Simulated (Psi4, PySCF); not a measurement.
PySCF was given this input:
```python
from pyscf import gto, scf, dft

mol = gto.M(
    atom='''
Br    0.00000000    0.00000000    0.00000000
''',
    basis='def2-svp',
    spin=1,
    verbose=3,
)

mf = dft.UKS(mol)
mf.xc = 'wb97x_v'
mf.grids.atom_grid = (99, 590)
mf.grids.prune = None
mf.kernel()
```

Problem. Convert this to an input for Psi4.

Solution. One answer among several that fit: 
```
memory 2 GB

molecule mol {
0 2
  Br    0.000000    0.000000    0.000000
}

set basis def2-svp
set reference uks
set scf_type pk
set puream true
set d_convergence 1e-8
set dft_radial_points 99
set dft_spherical_points 590

energy('wb97x-v')
print_variables()
```

Both were run: PySCF gave -2573.561476 Eh and Psi4 -2573.561473 Eh, 0.003 mEh apart.
